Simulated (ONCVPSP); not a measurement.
Building the ONCV potential for Se (Z = 34) (PBE, scalar-relativistic).

* Element: Se (Z = 34)
* Generator: ONCVPSP 4.0.1
* Type: optimised norm-conserving Vanderbilt (ONCV)
* Functional: PBE
* Relativity: scalar-relativistic
* Frozen core: [Ne]
* Valence charge: 24
* Reference configuration: 3s2 3p6 3d10 4s2 4p4
* Partial waves: 3s+4s: rc 0.80 bohr, ncon 5, nbas 10, qcut 12.9 1/bohr, 2 projectors; 3p+4p: rc 0.95 bohr, ncon 4, nbas 9, qcut 15.5 1/bohr, 2 projectors; 3d: rc 0.55 bohr, ncon 4, nbas 9, qcut 20.8 1/bohr, 3 projectors, debl 3.8 Ha; f scattering state at 0.29 Ha: rc 1.00 bohr, ncon 3, nbas 6, qcut 12.1 1/bohr, 3 projectors, debl 3.9 Ha
* Local potential: polynomial inside 0.55 bohr (lpopt 5, dvloc0 0 Ha)
* Core correction: Teter function, fcfact 4, rcfact 1.45

All-electron outer shells of the reference configuration (PBE, scalar-relativistic, ld1.x):

```csv
shell,level (eV),outermost node (bohr),outermost maximum (bohr)
2s,-1607.20,0.06,0.17
2p,-1413.61,–,0.13
3s,-213.51,0.24,0.50
3p,-152.98,0.21,0.50
3d,-53.12,–,0.45
4s,-17.29,0.70,1.51
4p,-6.51,0.74,1.82
```

Results:

```json
{"Cutoffs needed": "344 Ha and 985 Ha (the cutoffs (Ha) at which the residual kinetic energy of the hardest occupied pseudo-wave falls to 1 and 0.1 mHa per electron)", "Ghost test": "no bound ghost flagged; GHOST(+) flags only above 600 eV", "Largest excitation error": "+8.1 meV (all-electron minus pseudo) for 3s2 3p6 3d9 4s2 4p5, out of 4 test configurations", "rms error of d²Exc/dni dnj": "2.01 mHa without and 1.22 mHa with the model core"}
```

Generation and tests took about 9.4 s on one core of a shared server CPU.
